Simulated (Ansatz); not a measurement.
Consider the redistribution: `N[Si](N)([AlH2])[SiH3]` + `CB(F)[SiH2]O` → `N[Si](N)(O)[SiH3]` + `CB(F)[SiH2][AlH2]`.

Computed with Ansatz on PBE0-D4/def2-TZVP structures; ΔE is electronic, products minus reactants. CCSD(T)/CBS adds triple-zeta CCSD(T) − MP2 to the extrapolated MP2 energy (def2 sets, frozen cores). Each species was taken in one conformer, which may not be the lowest.

`N[Si](N)([AlH2])[SiH3]`:

Cartesian coordinates in Å:
```
N -1.532 -0.836 -0.901
Si -0.056 -0.357 -0.133
N 1.198 -1.335 -0.800
Al 0.129 -0.606 2.323
Si 0.119 1.939 -0.662
H -1.876 -1.777 -0.792
H -2.290 -0.179 -0.990
H 1.997 -1.597 -0.247
H 1.411 -1.317 -1.785
H 1.399 -1.293 3.007
H -1.014 -0.056 3.288
H 0.449 2.165 -2.099
H 1.205 2.561 0.151
H -1.138 2.687 -0.361
```

`CB(F)[SiH2]O`:

```xyz
11

C     0.569   -0.069    1.605
B    -0.484   -0.579    0.577
F    -1.341   -1.528    0.958
Si   -0.642    0.067   -1.356
O     0.397    1.311   -1.707
H     1.542   -0.508    1.343
H     0.344   -0.353    2.636
H     0.709    1.014    1.541
H    -2.002    0.611   -1.615
H    -0.426   -1.086   -2.284
H     1.335    1.119   -1.697
```

`N[Si](N)(O)[SiH3]`:

Cartesian coordinates in Å:
```
N -0.851 -0.836 1.427
Si 0.208 -0.310 0.180
N 1.286 0.748 0.980
O 0.815 -1.675 -0.525
Si -0.705 0.855 -1.638
H -1.262 -0.156 2.046
H -1.494 -1.589 1.240
H 1.902 1.358 0.470
H 1.641 0.534 1.899
H 1.218 -2.317 0.064
H 0.352 1.455 -2.502
H -1.542 -0.036 -2.487
H -1.569 1.968 -1.153
```

`CB(F)[SiH2][AlH2]`:

```xyz
12

C     0.172    2.077    0.027
B    -0.744    0.854    0.335
F    -2.062    1.001    0.196
Si   -0.056   -0.976    0.893
Al    0.318   -2.283   -1.150
H    -0.295    2.797   -0.650
H     1.155    1.792   -0.355
H     0.356    2.596    0.978
H     1.261   -0.813    1.580
H    -0.994   -1.669    1.821
H     1.484   -1.850   -2.141
H    -0.595   -3.525   -1.534
```

```csv
species,CCSD(T)/CBS(def2) energy (Eh)
`N[Si](N)([AlH2])[SiH3]`,-935.02554
`CB(F)[SiH2]O`,-530.59780
`N[Si](N)(O)[SiH3]`,-767.67217
`CB(F)[SiH2][AlH2]`,-697.97710
```

Task: Work out ΔE.

Result: ΔE = (-767.67217) + (-697.97710) − (-935.02554) − (-530.59780) = -0.02593 Eh = -16.3 kcal/mol.

Largest T1 diagnostic among the species: 0.014.

In def2-TZVPP, CCSD(T) changes the Hartree–Fock value by −1.0 kcal/mol (the triples alone add −0.1 kcal/mol) and MP2 by −0.8 kcal/mol.
